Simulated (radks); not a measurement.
Task: All-electron atom: Co3+ in [Ar] 3d5 4s1 (not the ground configuration). Method: Dirac Kohn-Sham, PBE, spin-unpolarised, spherical densities, finite nucleus; open shells fill j = l - 1/2 first; Fermi nuclear charge, rms radius 3.7875 fm; computed with a radial shooting solver on a logarithmic mesh with Libxc functionals. Some entries of the table are withheld. Estimate them.

| orbital | occ. | eigenvalue (hartree) | <1/r> (bohr^-1) | <r> (bohr) |
|---|---|---|---|---|
| 1s1/2 | 2 | -280.7532 | 27.03 | 0.05619 |
| 2s1/2 | 2 | -34.85296 | 5.838 | 0.2553 |
| 2p1/2 | 2 | -30.47135 | 5.786 | 0.2228 |
| 2p3/2 | 4 | -29.92699 | 5.675 | 0.2260 |
| 3s1/2 | 2 | -5.48328 | 1.867 | 0.7612 |
| 3p1/2 | 2 | -4.16337 | 1.748 | 0.7881 |
| 3p3/2 | 4 | -4.09176 | 1.723 | 0.7967 |
| 3d3/2 | 4 | -1.94555 | 1.442 | 0.8906 |
| 3d5/2 | 1 | -1.93671 | 1.436 | 0.8939 |
| 4s1/2 | 1 | -1.28907 | 0.6255 | 2.120 |
| 4p1/2 | 0 | -1.00027 | 0.5455 | 2.408 |
| 4p3/2 | 0 | -0.99202 | 0.5407 | 2.427 |
| 4d3/2 | 0 | (1) | 0.4032 | (2) |
| 4d5/2 | 0 | (3) | 0.4026 | (4) |

Result: 
(1) 4d3/2 eigenvalue (hartree): -0.59887
(2) 4d3/2 <r> (bohr): 3.259
(3) 4d5/2 eigenvalue (hartree): -0.59800
(4) 4d5/2 <r> (bohr): 3.264
